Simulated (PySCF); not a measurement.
Excitation energy of P²⁺ by level of theory

P²⁺ [Ne] 3s2 3p1 (2P) → P²⁺ [Ne] 3s2 3d1 (2D), as a difference of total energies. Calculation: PySCF 2.14, in x2c-QZVPPall with one added diffuse shell each of s, p, d, f type (10s7p5d3f1g, 86 functions); the spin-free X2C one-electron Hamiltonian (Gaussian nucleus). Correlated levels: valence: [Ne] frozen; valence and next inner shell: 1s2 frozen. The calculations carry no spin-orbit coupling.

```json
{"method": "UHF", "excitation energy (eV)": "13.605"}
{"method": "LDA", "excitation energy (eV)": "12.285"}
{"method": "PBE", "excitation energy (eV)": "12.167"}
{"method": "PBE0", "excitation energy (eV)": "12.578"}
{"method": "r2SCAN", "excitation energy (eV)": "12.581"}
{"method": "wB97X-V", "excitation energy (eV)": "12.814"}
{"method": "B2PLYP", "excitation energy (eV)": "12.641"}
{"method": "LC-wPBE", "excitation energy (eV)": "12.972"}
{"method": "B3LYP", "excitation energy (eV)": "12.446"}
{"method": "MP2 (valence)", "excitation energy (eV)": "13.040"}
{"method": "SCS-MP2 (valence)", "excitation energy (eV)": "13.002"}
{"method": "MP2 (valence and next inner shell)", "excitation energy (eV)": "12.986"}
{"method": "SCS-MP2 (valence and next inner shell)", "excitation energy (eV)": "12.962"}
```

Problem. How much does correlation contribute at MP2 (valence and next inner shell)?

Solution. 12.986 − (13.605) = -0.619 eV, measured against UHF.

A first-order spin-orbit estimate (lowest level to lowest level, LS coupling) adds 0.041 eV.

The promoted electron is Rydberg-like, and one or two diffuse shells describe it only roughly, which tends to raise the upper state.
